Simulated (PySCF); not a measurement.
**Electronic structure of Os³⁺ (osmium, charge +3) at the r2SCAN level**

Configuration: [Xe] 4f14 5d5, high-spin 6S determinant. All numbers are calculated (PySCF 2.14, scalar relativity through the core potential, in aug-cc-pVDZ-PP with ECP60MDF).

```json
{
 "Total energy": "-88.9104 hartree",
 "One-electron energy": "-138.4161 hartree",
 "Hartree (Coulomb) energy": "58.2071 hartree",
 "Exchange-correlation energy": "-8.7014 hartree",
 "⟨S²⟩": "8.7508",
 "⟨L²⟩": "0.000",
 "Sum of ⟨r⟩": "17.26 bohr",
 "Sum of ⟨r²⟩": "26.43 bohr²"
}
```

```
shell  electrons  mean orbital energy (hartree)  rms radius, mean of both spins (bohr)
 5s α          1                       -4.58825                                   1.08
 5s β          1                       -4.44137                                   1.08
 5p α          3                       -3.10115                                   1.24
 5p β          3                       -2.91954                                   1.24
 5d α          5                       -1.35726                                   1.72
```

Energies and moments cover only the electrons outside the core potential. Spin-orbit coupling, which splits the p, d and f shells strongly at this Z, is absent.
